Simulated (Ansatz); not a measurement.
Level of theory: frozen-core CCSD(T)/cc-pVQZ // B3LYP-D3(BJ)/def2-TZVP in Ansatz (an electronic-structure program). The restricted HF reference is unstable towards unrestricted orbitals.

Ansatz 0.2 input:
```yaml
crystal:
  periodic: [false, false, false]
  atoms:
    - { symbol: F, position_ang: [1.818186, -0.19193, 1.577293] }
    - { symbol: Si, position_ang: [1.066596, -0.204327, 0.149637] }
    - { symbol: Si, position_ang: [-0.662833, 1.195249, -0.312095] }
    - { symbol: Si, position_ang: [-1.093689, -0.8745, -0.067126] }
    - { symbol: H, position_ang: [2.156991, -0.54262, -0.792338] }
    - { symbol: H, position_ang: [-1.171507, 2.57219, -0.545566] }
    - { symbol: H, position_ang: [-2.113745, -1.954063, -0.009804] }
basis:
  gaussian: { orbitals: cc-pVQZ }
correlation:
  method: ccsd_t
```

Output:

```
Functional definition: HF
1910 factors; integrals over basis functions are off by at most 8.8e-4 eV
mean field evaluation 1: about -26339.4683 eV, gradient 2.9e1 eV
mean field evaluation 2: about -26339.6145 eV, gradient 2.9e1 eV
mean field evaluation 4: about -26341.8123 eV, gradient 3.0e0 eV
mean field evaluation 8: about -26341.8727 eV, gradient 2.1e-1 eV
mean field evaluation 16: about -26341.1480 eV, gradient 1.9e1 eV
mean field -26341.87303292 eV, -968.0459787972 hartree, gradient 8.2e-6 eV, S^2 0.000000; 0 other end points of the search recorded, 0 dependent functions left out; unrestricted orbitals would lower it
16 core orbitals not correlated
reference -26341.87303292 eV, -968.0459787972 hartree; 11, 11 occupied and 295, 295 virtual orbitals, 1910 factors
second order -17.63892110 eV of doubles, -0.00000000 eV of singles
cycle   1  -17.83892698 eV  change   -2.0e-1 eV  update   1.1e-1
cycle   2  -18.30985227 eV  change   -4.7e-1 eV  update   3.5e-2
cycle   3  -18.42124665 eV  change   -1.1e-1 eV  update   1.8e-2
cycle   4  -18.41040390 eV  change    1.1e-2 eV  update   4.7e-3
cycle   5  -18.40684956 eV  change    3.6e-3 eV  update   2.1e-3
cycle   6  -18.40764221 eV  change   -7.9e-4 eV  update   6.0e-4
cycle   7  -18.40753126 eV  change    1.1e-4 eV  update   2.3e-4
cycle   8  -18.40742261 eV  change    1.1e-4 eV  update   7.6e-5
cycle   9  -18.40745980 eV  change   -3.7e-5 eV  update   3.2e-5
cycle  10  -18.40748410 eV  change   -2.4e-5 eV  update   1.3e-5
perturbative correction -0.90310670 eV, -0.0331885590 hartree
Total energy: -26361.18362372 eV, -968.7556299197 hartree
```

Cost: about 40 core-minutes (a rough figure).
